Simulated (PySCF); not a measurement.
Compound: C7H9FN (doublet state).
Structure used (GFN2-xTB), in Å, numbered top down from 1:
```
atom  x, y, z in Å
N1     0.4036    0.6984   -0.8023
C2    -0.0840   -0.2284   -0.1125
C3     0.6758   -1.2010    0.7584
C4     1.9199   -1.1825    1.1160
C5     3.2099   -0.5425    1.0653
F6     3.2883    0.5744    0.2075
C7    -1.5442   -0.4440   -0.1213
C8    -2.2969   -0.2091   -1.4097
C9    -2.4464    0.7550   -0.2892
H10    1.4035    0.8451   -0.7887
H11    0.0362   -2.0033    1.1119
H12    3.4983   -0.1674    2.0543
H13    3.9747   -1.2376    0.6973
H14   -1.9009   -1.2424    0.5164
H15   -1.7078    0.0988   -2.2589
H16   -3.1126   -0.8765   -1.6432
H17   -3.3687    0.7712    0.2714
H18   -1.9574    1.7113   -0.3844
```

The hyperfine couplings belong to this conformer and change with its torsions.

The species is `[H]/N=C(\C=[C]/CF)C1CC1` [radical].

Level of theory: UKS B3LYP, pcH-1 on C F H N, non-relativistic, mean-field spin-orbit, GIAO in PySCF 2.14.0. One conformer (not necessarily the lowest) at the GFN2-xTB geometry, without solvent, vibrations or thermal averaging. The geometry wasn't refined by DFT: couplings that depend on bond lengths, twists or pyramidal angles can differ widely from those at the functional's own minimum. The SCF solution wasn't tested for stability.

Q: Predict the first-order ENDOR lines of N1, F6, H11, H12/H13, H10, H14, H16/H17 and H15/H18 under fast tumbling at B = 1213.9 mT (Q band).

A: ν± = |νn ± a/2|, one line for each electron-spin manifold; νn = |g_N| × 7.62259 MHz/T × B.

| nuclei | isotope | g_N | νn (MHz) | a_iso (MHz) | lower line (MHz) | upper line (MHz) |
| --- | --- | --- | --- | --- | --- | --- |
| N1 | 14N | 0.4038 | 3.74 | 1.76 | 2.85 | 4.62 |
| F6 | 19F | 5.2577 | 48.65 | 314.56 | 108.63 | 205.93 |
| H11 | 1H | 5.5857 | 51.68 | 146.67 | 21.65 | 125.02 |
| H12/H13 | 1H | 5.5857 | 51.68 | 13.95 | 44.71 | 58.66 |
| H10 | 1H | 5.5857 | 51.68 | 8.88 | 47.24 | 56.13 |
| H14 | 1H | 5.5857 | 51.68 | -1.24 | 51.06 | 52.31 |
| H16/H17 | 1H | 5.5857 | 51.68 | 0.64 | 51.37 | 52.00 |
| H15/H18 | 1H | 5.5857 | 51.68 | 0.58 | 51.40 | 51.97 |

Q: Which pairs are centred on the nuclear Larmor frequency, and which on half the coupling?

A: Centred on νn, since |a| < 2νn: N1, H12/H13, H10, H14, H16/H17 and H15/H18. Centred on |a|/2 and split by 2νn: F6 and H11.

Q: At what field would the lower line of N1 fall to zero frequency?

A: Where νn = |a|/2, that is B = 0.88 MHz/(0.4038 × 7.62259 MHz/T) = 286 mT, as far as first order holds there.

Means are taken over nuclei equivalent by connectivity, which assumes that they swap fast. The 1H value of +13.9 MHz is a mean of couplings from 9.2 to 18.7 MHz in this one geometry, not an average over conformers.

The largest Mulliken spin populations are on C4 (+0.97), C3 (-0.17) and C2 (+0.08). C4 is the only atom above +0.15. The positive populations add up to 1.19 and the negative ones to -0.19, together 2S = 1.
